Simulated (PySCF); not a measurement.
Correlation energy of W(2+) (tungsten, charge +2)

[Xe] 4f14 5d3 6s1, high-spin 5F determinant (an excited configuration). Calculation: PySCF 2.14, in x2c-TZVPPall; the spin-free X2C one-electron Hamiltonian (Gaussian nucleus). Frozen: [Xe] 4f14; 4 electrons correlated.

MP2 pair energies summed by pair of shells (mhartree):

```
 pair  energy  share (%)
5d-5d  -12.19       50.1
5d-6s  -12.12       49.9
```

Total MP2 correlation energy: -24.31 mhartree.

Same-spin part -24.31 and opposite-spin part 0.00 mhartree; SCS-MP2 scales them by 1/3 and 6/5 to -8.10 mhartree.
